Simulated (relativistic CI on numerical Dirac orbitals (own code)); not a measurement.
## One change at a time: Bi VII

Base calculation: Dirac-Coulomb-Breit CI, separate exchange-only KLI orbitals for each configuration, model QED, unscaled Slater integrals.

Configuration list (outside the closed core [Kr] 4d10 4f14 5s2): 5p6 5d9, 5p6 5d8 6s, 5p6 5d8 5f, 5p6 5d8 6p, 5p6 5d8 5g, 5p5 5d10, 5p6 5d8 6d, 5p6 5d8 7s, 5p6 5d7 6s 6p, 5p6 5d8 7p, 5p6 5d8 6f, 5p6 5d8 7d, 5p6 5d7 5f 6s, 5p6 5d8 7f, 5p6 5d7 6s2, 5p6 5d6 5f 6s2, 5p6 5d6 6s2 6p, 5p6 5d6 5g 6s2, 5p6 5d6 6s2 6d. Double excitations out of closed p, d and f shells are left out; levels of such configurations are missing from the list, as are those of other unlisted configurations, and high levels can miss mixing partners.

The lowest level and the first level of each name with at least 55 % of one term (blank where a level has no safe partner in the second run):

| Level | Base (cm⁻¹) | Shift (cm⁻¹) |
| --- | --- | --- |
| 5p6 5d9 2D_5/2 | 0 | 0 |
| 5p6 5d9 2D_3/2 | 24954 | +3 |
| 5p6 5d8 6s 4F_9/2 | 173441 | +5046 |
| 5p6 5d8 6s 4F_5/2 | 200845 | +5048 |
| 5p6 5d8 6s 4P_1/2 | 207339 | +5051 |
| 5p6 5d8 6s 4P_3/2 | 210901 | +5050 |
| 5p6 5d8 6s 2G_9/2 | 221931 | +5052 |
| 5p6 5d8 6s 2G_7/2 | 223089 | +5053 |
| 5p6 5d8 6s 2P_1/2 | 225261 | +5066 |
| 5p6 5d8 6s 2S_1/2 | 270366 | +5056 |
| 5p6 5d8 6p 4D°_7/2 | 272110 | +7022 |
| 5p6 5d8 6p 4G°_7/2 | 297047 | +7021 |
| 5p6 5d8 6p 4P°_1/2 | 309391 | +7026 |
| 5p6 5d8 6p 4G°_11/2 | 309522 | +7017 |
| 5p6 5d8 6p 4F°_9/2 | 313888 | +7024 |
| 5p6 5d8 6p 2H°_9/2 | 317310 | +7024 |
| 5p6 5d8 6p 2D°_5/2 | 318358 | +7025 |
| 5p6 5d8 6p 4G°_9/2 | 334539 | +7021 |
| 5p6 5d8 6p 2H°_11/2 | 352485 | +7020 |
| 5p6 5d8 6p 2G°_7/2 | 361243 | +7034 |

At this charge configurations can still be misplaced by up to about 7 % of their energy. Levels and lines within the n = 5 or 6 shells can be off by up to 10 % or somewhat more, and those that change n by about 2 %, since core polarisation is missing.

(1) One thing was changed in a second run, which moved the levels as shown. Which?
A. configuration mixing switched off
B. Breit term removed
C. non-relativistic limit
D. P86 correlation estimate
E. QED terms removed

Answers

(1) D. P86 correlation estimate. A correlation estimate moves all levels of a configuration together before mixing; mixed levels move by a weighted share.

LS names give the leading component of a level, which can be under half, so a name can repeat, a term be missing and a line seem to break the LS rules.
